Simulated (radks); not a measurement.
Trend from Ni+ to Pt+: ionisation energy by Delta-SCF between NIST ground configurations, and size. Calculated with a radial shooting solver on a logarithmic mesh with Libxc functionals: scalar-relativistic Kohn-Sham, r2SCAN, spin-polarised, spherical densities, finite nucleus; open shells are filled with parallel spins first (spin-orbit coupling, left out, can overturn this in heavy ions); meta-GGA in the generalised Kohn-Sham scheme; Fermi nuclear charge, rms radius of each element as measured or else 0.836 A^(1/3) + 0.57 fm.

species	configuration	IE (eV)	NIST (eV)	kind	r at 0.001 e/bohr^3 (bohr)
Ni+	[Ar] 3d9	19.293	18.169	exp.	3.35
Pd+	[Kr] 4d9	20.181	19.4	semi-emp.	3.63
Pt+	[Xe] 4f14 5d9	19.404	18.6	exp.	3.82

Reference values: NIST Atomic Spectra Database (exp. = measured, semi-emp. = semi-empirical, theory = theoretical value adopted there). Open shells are spherical and high-spin; term and fine-structure splittings are not resolved. Spin-orbit splitting is averaged out at the scalar-relativistic level.
